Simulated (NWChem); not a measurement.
System: WNH₂O₂F; SMILES [NH2][W](=[O])(=[O])[F]

The following NWChem deck was run.

```
start job
memory heap 200 mb stack 900 mb global 1100 mb
geometry units angstroms
  W      0.038853    -0.004641     0.019591
  O      0.851425     1.291303     0.730837
  O      0.906232    -1.450759    -0.023543
  F     -1.604870    -0.267420     0.855687
  N     -0.304381     0.508916    -1.871007
  H     -0.269304     1.465654    -2.246335
  H     -0.237615    -0.119791    -2.682513
end
basis spherical
  * library def2-svp
end
ecp
  W library def2-ecp
end
dft
  xc pbe0
  iterations 150
end
driver
  maxiter 120
end
task dft optimize
dft
  grid fine
  convergence energy 1d-8 density 1d-7
end
task dft freq numerical
```

Parts of the log:

```
             Northwest Computational Chemistry Package (NWChem) 7.3.0
             --------------------------------------------------------

 CS  symmetry detected

                             Geometry "geometry" -> ""
                             -------------------------

 Output coordinates in angstroms (scale by  1.889725989 to convert to a.u.)

  No.       Tag          Charge          X              Y              Z
 ---- ---------------- ---------- -------------- -------------- --------------
    1 W                   74.0000     0.05948282    -0.02606707     0.00000000
    2 O                    8.0000     0.96169168     0.06778681     1.42223309
    3 O                    8.0000     0.96169168     0.06778681    -1.42223309
    4 F                    9.0000    -0.97850432    -1.57284331     0.00000000
    5 N                    7.0000    -1.16581552     1.54063443     0.00000000
    6 H                    1.0000    -1.41077389     2.10776128     0.82232722
    7 H                    1.0000    -1.41077389     2.10776128    -0.82232722

 Effective nuclear repulsion energy (a.u.)     810.9755208777

      Symmetry information
      --------------------

 Group name             Cs
 Group number              2
 Group order               2
 No. of unique centers     5

                                Z-matrix (autoz)
                                --------

 Units are Angstrom for bonds and degrees for angles

      Type          Name      I     J     K     L     M      Value
      ----------- --------  ----- ----- ----- ----- ----- ----------
    1 Stretch                  1     2                       1.68687
    2 Stretch                  1     3                       1.68687
    3 Stretch                  1     4                       1.86278
    4 Stretch                  1     5                       1.98895
    5 Stretch                  5     6                       1.02852
    6 Stretch                  5     7                       1.02852
    7 Bend                     1     5     6               125.52528
    8 Bend                     1     5     7               125.52528
    9 Bend                     2     1     3               114.94185
   10 Bend                     2     1     4               110.13462
   11 Bend                     2     1     5               106.59860
   12 Bend                     3     1     4               110.13462
   13 Bend                     3     1     5               106.59860
   14 Bend                     4     1     5               108.10729
   15 Bend                     6     5     7               106.16905
   16 Torsion                  2     1     5     6         -17.61390
   17 Torsion                  2     1     5     7         140.84545
   18 Torsion                  3     1     5     6        -140.84545
   19 Torsion                  3     1     5     7          17.61390
   20 Torsion                  4     1     5     6         100.77033
   21 Torsion                  4     1     5     7        -100.77033

                           NWChem Geometry Optimization
                           ----------------------------

 maximum gradient threshold         (gmax) =   0.000450
 rms gradient threshold             (grms) =   0.000300
 maximum cartesian step threshold   (xmax) =   0.001800
 rms cartesian step threshold       (xrms) =   0.001200
 fixed trust radius                (trust) =   0.300000
 source of zmatrix                         =   autoz

          -------------------
          Energy Minimization
          -------------------

 Using diagonal initial Hessian
 Scaling for Hessian diagonals: bonds = 1.00  angles = 0.25  torsions = 0.10

          --------
          Step   0

                                 NWChem DFT Module
                                 -----------------

 Summary of "ao basis" -> "ao basis" (spherical)
 ------------------------------------------------------------------------------
       Tag                 Description            Shells   Functions and Types
 ---------------- ------------------------------  ------  ---------------------
 W                          def2-svp                12       32   6s3p2d1f
 O                          def2-svp                 6       14   3s2p1d
 F                          def2-svp                 6       14   3s2p1d
 N                          def2-svp                 6       14   3s2p1d
 H                          def2-svp                 3        5   2s1p

[...]

      ----------------------
      Optimization converged
      ----------------------

  Step       Energy      Delta E   Gmax     Grms     Xrms     Xmax
  ---- ---------------- -------- -------- -------- -------- --------
@    7    -372.96080743 -1.8D-07  0.00003  0.00001  0.00067  0.00162
                                     ok       ok       ok       ok

                                Z-matrix (autoz)
                                --------

 Units are Angstrom for bonds and degrees for angles

      Type          Name      I     J     K     L     M      Value     Gradient
      ----------- --------  ----- ----- ----- ----- ----- ---------- ----------
    1 Stretch                  1     2                       1.70303   -0.00000
    2 Stretch                  1     3                       1.70303   -0.00000
    3 Stretch                  1     4                       1.87373   -0.00003
    4 Stretch                  1     5                       1.92971    0.00002
    5 Stretch                  5     6                       1.01730    0.00001
    6 Stretch                  5     7                       1.01730    0.00001
    7 Bend                     1     5     6               123.82102    0.00000
    8 Bend                     1     5     7               123.82102    0.00000
    9 Bend                     2     1     3               109.70935    0.00001
   10 Bend                     2     1     4               110.36455   -0.00001
   11 Bend                     2     1     5               107.03793    0.00000
   12 Bend                     3     1     4               110.36455   -0.00001
   13 Bend                     3     1     5               107.03793    0.00000
   14 Bend                     4     1     5               112.20886    0.00001
   15 Bend                     6     5     7               110.92021   -0.00000
   16 Torsion                  2     1     5     6         -23.74594    0.00001
   17 Torsion                  2     1     5     7         141.31619    0.00001
   18 Torsion                  3     1     5     6        -141.31619   -0.00001
   19 Torsion                  3     1     5     7          23.74594   -0.00001
   20 Torsion                  4     1     5     6          97.46894    0.00000
   21 Torsion                  4     1     5     7         -97.46894   -0.00000

                         Geometry "geometry" -> "geometry"
                         ---------------------------------

 Output coordinates in angstroms (scale by  1.889725989 to convert to a.u.)

[...]

 Rotational Constants
 --------------------
 A=   0.125890 cm-1  (  0.181124 K)
 B=   0.108756 cm-1  (  0.156472 K)
 C=   0.104052 cm-1  (  0.149705 K)

 Temperature                      =   298.15K
 frequency scaling parameter      =   1.0000

 Zero-Point correction to Energy  =   21.543 kcal/mol  (  0.034332 au)
 Thermal correction to Energy     =   25.485 kcal/mol  (  0.040614 au)
 Thermal correction to Enthalpy   =   26.078 kcal/mol  (  0.041557 au)

 Total Entropy                    =   80.844 cal/mol-K
   - Translational                =   42.442 cal/mol-K (mol. weight = 250.9579)
   - Rotational                   =   26.517 cal/mol-K (symmetry #  =        1)
   - Vibrational                  =   11.885 cal/mol-K

 Cv (constant volume heat capacity) =   20.731 cal/mol-K
   - Translational                  =    2.979 cal/mol-K
   - Rotational                     =    2.979 cal/mol-K
   - Vibrational                    =   14.772 cal/mol-K

[normal modes left out]

 ----------------------------------------------------------------------------
 Normal Eigenvalue ||           Projected Infra Red Intensities
  Mode   [cm**-1]  || [atomic units] [(debye/angs)**2] [(KM/mol)] [arbitrary]
 ------ ---------- || -------------- ----------------- ---------- -----------
    1       -0.000 ||    0.004465           0.103         4.352       0.913
    2       -0.000 ||    0.004507           0.104         4.394       0.922
    3       -0.000 ||    0.000088           0.002         0.086       0.018
    4        0.000 ||    0.000175           0.004         0.171       0.036
    5        0.000 ||    0.000284           0.007         0.277       0.058
    6        0.000 ||    0.000969           0.022         0.944       0.198
    7      192.241 ||    0.001636           0.038         1.595       0.335
    8      209.292 ||    0.003159           0.073         3.080       0.646
    9      227.697 ||    0.000807           0.019         0.787       0.165
   10      247.424 ||    0.020458           0.472        19.943       4.186
   11      332.557 ||    0.000902           0.021         0.879       0.184
   12      371.251 ||    0.002941           0.068         2.867       0.602
   13      529.722 ||    0.209027           4.822       203.770      42.766
   14      678.853 ||    0.008729           0.201         8.509       1.786
   15      698.826 ||    0.124106           2.863       120.985      25.392
   16      735.704 ||    0.081208           1.874        79.165      16.615
   17     1019.483 ||    0.224718           5.184       219.066      45.977
   18     1057.618 ||    0.074494           1.719        72.620      15.241
   19     1515.582 ||    0.046669           1.077        45.495       9.548
   20     3579.811 ||    0.139805           3.225       136.289      28.604
   21     3680.920 ||    0.077262           1.782        75.319      15.808
 ----------------------------------------------------------------------------
```

Level: PBE0/def2-SVP with def2 effective core potentials on W. def2 effective core potentials on W; no spin-orbit coupling.
